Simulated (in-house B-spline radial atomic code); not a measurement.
Response and correlation of Ho55+

Closed shell [Ne] 3s2. Computed with an all-electron radial atomic-structure program (B-spline basis): Dirac-Hartree-Fock, relativistic RPA (time-dependent Dirac-Hartree-Fock) for the response and second-order many-body perturbation theory for correlation, no-pair Dirac-Coulomb Hamiltonian, finite nucleus.

Command:
```bash
python run_mb.py task.json out
```
Settings (nuclear radius in fm, box in bohr, cutoff in hartree):
```
basis_form          2
Z                   67
core_configuration  [Ne] 3s2
rms_radius          5.2022
mass_number         165
speed_of_light      137.036
box_radius          1.797
lmax                7
intervals           55
virtual_cutoff      112225.0
```

Time taken, with all properties: 1.1 s on 1 thread of AMD EPYC 7R43 64-Core Processor, on a shared host.

```
multipole (bohr³, bohr⁵, bohr⁷)   uncoupled  coupled RPA
                         dipole   0.0043737    0.0051551
                     quadrupole  6.5361e-05   7.2817e-05
                       octupole  1.7678e-06            ?
```

What is the coupled octupole polarisability?

1.8132e-06 atomic units, +3 % against the uncoupled value.

Which subshells carry the dipole polarisability?

3s1/2 99.5 %, 2p3/2 0.3 %, 2p1/2 0.1 %.

What does the dipole shielding factor come to?

The dipole shielding factor is 0.179, against the exact N/Z = 12/67 = 0.179 of the non-relativistic theorem.

Dipole polarisability at imaginary frequency:

```json
{"u (Eh)": "0", "α(iu) (bohr³)": "0.005155"}
{"u (Eh)": "21", "α(iu) (bohr³)": "0.001113"}
{"u (Eh)": "62.9", "α(iu) (bohr³)": "0.0002725"}
{"u (Eh)": "126", "α(iu) (bohr³)": "0.0001325"}
{"u (Eh)": "210", "α(iu) (bohr³)": "7.981e-05"}
{"u (Eh)": "419", "α(iu) (bohr³)": "3.494e-05"}
{"u (Eh)": "838", "α(iu) (bohr³)": "1.197e-05"}
{"u (Eh)": "2100", "α(iu) (bohr³)": "2.288e-06"}
```

What dispersion coefficients follow for two such ions (the dispersion part alone)?

C6 = (3/π)∫α(iu)²du = 0.0001877 hartree·bohr⁶ and C8 = 2.147e-05 hartree·bohr⁸.

Lowest J = 1 odd-parity excitations:

| energy (eV) | oscillator strength | leading channel | weight |
| --- | --- | --- | --- |
| 127.75 | 0.0496 | 3s1/2 → p1/2 | 0.992 |
| 384.31 | 0.549 | 3s1/2 → p3/2 | 0.991 |
| 2578.4 | 0.239 | 3s1/2 → p1/2 | 0.999 |
| 2674.7 | 0.337 | 3s1/2 → p3/2 | 0.999 |
| 3664.3 | 0.065 | 3s1/2 → p1/2 | 1.0 |
| 3712.4 | 0.103 | 3s1/2 → p3/2 | 1.0 |
| 4241.5 | 0.0285 | 3s1/2 → p1/2 | 1.0 |
| 4269 | 0.0474 | 3s1/2 → p3/2 | 1.0 |

Second-order correlation energy by the highest angular momentum of the excited pair (hartree): s -0.02329, p -0.2544, d -0.2462, f -0.05933, g -0.02168, h -0.008132, i -0.003704, k -0.001916.

What is the second-order correlation energy at the partial-wave limit?

The listed waves sum to -0.61868 hartree; extrapolating the increments as (l + 1/2)⁻⁴ gives -0.62259 hartree, -1.41 eV per electron.
